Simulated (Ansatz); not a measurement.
cis-NiH2(NH3)2 (NiN2H8). Charge 0, multiplicity 1. Geometry B3LYP-D4/def2-SVP; atoms count from 1.

```xyz
11

N    -1.2132    0.2714    0.9821
N     0.4613   -0.3092   -1.4838
Ni    0.7076    0.0358    0.4720
H     2.1602   -0.1053    0.2883
H     1.0824    0.2684    1.8754
H    -1.4072   -0.4125    1.7181
H    -1.9755    0.2081    0.3007
H    -1.2844    1.1872    1.4324
H     0.9103   -1.2072   -1.6802
H     1.0203    0.3912   -1.9775
H    -0.4618   -0.3281   -1.9274
```

The restricted singlet is unstable towards broken spin symmetry in Hartree–Fock (as tested in another run); at PBE0-D4/def2-TZVP this wasn't settled.

**Question.** Estimate the Mulliken populations from the PBE0/def2-TZVP orbitals of Ansatz.

**Answer.** 
```csv
atom,charge (e),d electrons
N1,-0.62,–
N2,-0.62,–
Ni3,-0.16,8.96
H4,-0.10,–
H5,-0.10,–
H6,0.28,–
H7,0.24,–
H8,0.28,–
H9,0.28,–
H10,0.28,–
H11,0.24,–
```
Mulliken values depend strongly on the basis.
